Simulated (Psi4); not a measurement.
CH$_{3}$Cl$_{3}$Si, charge -1, doublet, geometry from GFN2-xTB (a state made from the parent by changing its charge; the spin is typed, not shown lowest) (a gas-phase anion, which may not be bound at this level). Base run: PBE/3-21G in Psi4 1.11.

Psi4 was given this input:
```
memory 2 GB

molecule mol {
-1 2
  C    -1.880866   -0.244399    0.198105
  Si   -0.031036    0.229411    0.241736
  Cl    0.942800   -0.932431   -1.179279
  Cl   -0.310547    2.073273   -1.154762
  Cl    0.455317   -1.184321    2.030917
  H    -2.022750   -1.288672    0.467088
  H    -2.444306    0.359935    0.904064
  H    -2.301943   -0.077457   -0.790994
}

set basis 3-21g
set reference uks

energy('pbe')
print_variables()
```

The base run was repeated with changes; each row names its change, and settings that it needs were set with it.

```
change                                            ΔE vs base (eV)  point group used  SCF cycles
------------------------------------------------  ---------------  ----------------  ----------
base                                                         0.00                c1           9
molecule keys = symmetry c1                                  0.00                c1           9
molecule keys = no_reorient                                  0.00                c1           9
jitter_ang = 0.002                                           0.00                c1           9
molecule keys = symmetry c1, no_reorient, no_com             0.00                c1           9
```

Open shells are given as the SCF converged; they aren't shown to be the lowest states, and a large step between rows can be another state.

A gas-phase anion may not be bound at this level; its values then depend on the basis.
